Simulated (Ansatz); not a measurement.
The inner images of a band of Al2FHSe (5 atoms, charge 0, multiplicity 1) are given out of order.

The calculation used RKS BLYP-D4/def2-mTZVP (Ansatz 0.2.0).

Initial state:

```xyz
5
Properties=species:S:1:pos:R:3
F -1.320 -2.219 1.317
Al -0.519 -0.951 0.576
Al 0.969 0.785 -0.211
Se -1.202 0.484 -1.189
H 2.122 1.828 -0.535
```

Final state:

```xyz
5
Properties=species:S:1:pos:R:3
F -0.685 -1.877 1.359
Al 0.005 -0.591 0.539
Al 0.475 2.117 -1.768
Se -1.207 0.435 -1.145
H 1.462 -0.158 0.974
```

Question: Put them in order from the first end to the last, with their energies above the first end.
A.
```xyz
5
Properties=species:S:1:pos:R:3
F -0.662 -1.851 1.413
Al -0.145 -0.578 0.459
Al 0.876 1.735 -1.230
Se -1.320 0.411 -1.217
H 1.301 0.210 0.534
```
B.
```xyz
5
Properties=species:S:1:pos:R:3
F -0.634 -1.853 1.398
Al -0.079 -0.571 0.479
Al 0.682 1.921 -1.492
Se -1.289 0.426 -1.205
H 1.370 0.003 0.779
```
C.
```xyz
5
Properties=species:S:1:pos:R:3
F -0.902 -1.909 1.354
Al -0.174 -0.639 0.511
Al 0.937 1.601 -1.083
Se -1.295 0.382 -1.186
H 1.483 0.491 0.364
```
D.
```xyz
5
Properties=species:S:1:pos:R:3
F -1.142 -1.983 1.294
Al -0.241 -0.745 0.588
Al 0.930 1.509 -1.000
Se -1.249 0.375 -1.213
H 1.751 0.770 0.290
```
E.
```xyz
5
Properties=species:S:1:pos:R:3
F -1.271 -2.031 1.231
Al -0.203 -0.835 0.694
Al 0.816 1.338 -0.876
Se -1.279 0.408 -1.263
H 1.987 1.046 0.173
```
F.
```xyz
5
Properties=species:S:1:pos:R:3
F -1.272 -2.157 1.301
Al -0.355 -0.919 0.647
Al 0.796 0.912 -0.438
Se -1.311 0.483 -1.278
H 2.191 1.608 -0.273
```
G.
```xyz
5
Properties=species:S:1:pos:R:3
F -1.272 -2.081 1.250
Al -0.189 -0.896 0.748
Al 0.720 1.080 -0.659
Se -1.330 0.495 -1.366
H 2.121 1.329 -0.014
```

Answer: F (+0.21 eV), G (+0.73 eV), E (+1.34 eV), D (+1.00 eV), C (+0.30 eV), A (-0.41 eV), B (-0.56 eV).

Run time: 2.9 min on 2 threads of Arm Neoverse V1, on a shared host, peak memory 0.15 GiB.
